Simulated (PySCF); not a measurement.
Species: C5H6NO2S (doublet state).
Atom-mapped SMILES: `[CH3:1][S:2](=[O:3])(=[O:4])[CH2:5]/[C:6]=[CH:7]/[C:8]#[N:9]` (hydrogens: H10, H11, H12 on C1; H13, H14 on C5; H15 on C7)

Cartesian coordinates in Å at the GFN2-xTB level; atoms count from 1:
```
atom  x, y, z in Å
C1    -2.6101    0.4049   -0.3195
S2    -0.9939    0.0335    0.4568
O3    -0.7069    1.0530    1.4254
O4    -1.0054   -1.3296    0.9060
C5     0.2789    0.1817   -0.9564
C6     1.5648   -0.0870   -0.4472
C7     2.1736   -0.4048    0.6615
C8     3.5667   -0.6017    0.7722
N9     4.6956   -0.7653    0.8787
H10   -3.3585    0.3284    0.4588
H11   -2.5692    1.4116   -0.7124
H12   -2.7867   -0.3294   -1.0935
H13    0.1674    1.2001   -1.3222
H14   -0.0474   -0.5449   -1.6972
H15    1.6266   -0.5425    1.6002
```

The hyperfine couplings belong to this conformer and change with its torsions.

Method used: UKS B3LYP, pcH-1 on C H N O S, non-relativistic, mean-field spin-orbit, GIAO in PySCF 2.14.0. Geometry: GFN2-xTB, one conformer, isolated molecule. The geometry wasn't refined by DFT: couplings that depend on bond lengths, twists or pyramidal angles can differ widely from those at the functional's own minimum. Stability of the SCF solution: not tested.

Task: Match the computed a_iso(13C) values +281.6, +64.6, +26.0, -23.5, +10.5 MHz with the sites C1; C5; C6; C7; C8.

Result: 
| site | a_iso (MHz) | ρ(0) (bohr⁻³) | position | distance from C6 (Å) | spin population | largest \|T\| (MHz) |
| --- | --- | --- | --- | --- | --- | --- |
| C1 | +26.0 | +0.0231 | 3 bonds from C6 | 4.21 | +0.04 | 8.2 |
| C5 | +10.5 | +0.0093 | 1 bond from C6 | 1.41 | -0.09 | 8.8 |
| C6 | +281.6 | +0.2506 | largest spin population | 0.00 | +0.95 | 134.3 |
| C7 | -23.5 | -0.0209 | 1 bond from C6 | 1.30 | -0.14 | 19.1 |
| C8 | +64.6 | +0.0574 | 2 bonds from C6 | 2.40 | +0.05 | 3.8 |

Task: The isotropic 1H couplings, averaged over equivalent nuclei, are +161.8, +32.2, +0.7 MHz. Assign them to H10/H11/H12; H13/H14; H15.

Result: 
| site | a_iso (MHz) | ρ(0) (bohr⁻³) | position | distance from C6 (Å) | bound to | spin population there | largest \|T\| (MHz) |
| --- | --- | --- | --- | --- | --- | --- | --- |
| H10/H11/H12 | +0.7 | +0.0002 | 4 bonds from C6 | 4.61 | C1 | +0.04 | 3.0 |
| H13/H14 | +32.2 | +0.0072 | 2 bonds from C6 | 2.09 | C5 | -0.09 | 10.2 |
| H15 | +161.8 | +0.0362 | 2 bonds from C6, on C7 of spin population -0.14 | 2.10 | C7 | -0.14 | 6.3 |

ρ(0) is the spin density at the nucleus and T the dipolar tensor; a_iso includes a spin–orbit part; entries for several nuclei are means. The largest Mulliken spin populations are on C6 (+0.95), C7 (-0.14), C5 (-0.09) and H15 (+0.07). C6 is the only atom above +0.15.

The spin density at the nucleus, in bohr⁻³, is negative for C7 (-0.0209) and N9 (-0.0023), for instance. A restricted open-shell determinant has no negative spin density anywhere; here it arises because α and β orbitals differ (spin polarisation).

Nuclei that the bonding pattern makes equivalent are averaged, as if the motion that swaps them (rotation, inversion, ring flip) were fast. The three 1H nuclei of mean +0.7 MHz run from -3.0 to 8.3 MHz in the frozen geometry.
